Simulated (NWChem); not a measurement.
GeF$_{2}$, singlet; SMILES [F][Ge][F]

All runs: NWChem. Low-valent species are run as closed-shell singlets; no triplet was tried in these runs. The geometry was optimised at PBE-D3(BJ)/def2-SVP. B3LYP is NWChem's, with the RPA form of VWN correlation.

For level B3LYP/aug-pcseg-1:

```
Property                     Result
---------------------------  ------
highest occupied level (eV)   -9.01
orbital gap (eV)               5.87
dipole (D)                     2.73
```

Estimate the same quantities for level B3LYP/STO-3G.


| Quantity | Value |
|---|---|
| highest occupied level (eV) | -3.04 |
| orbital gap (eV) | 4.45 |
| dipole (D) | 0.05 |
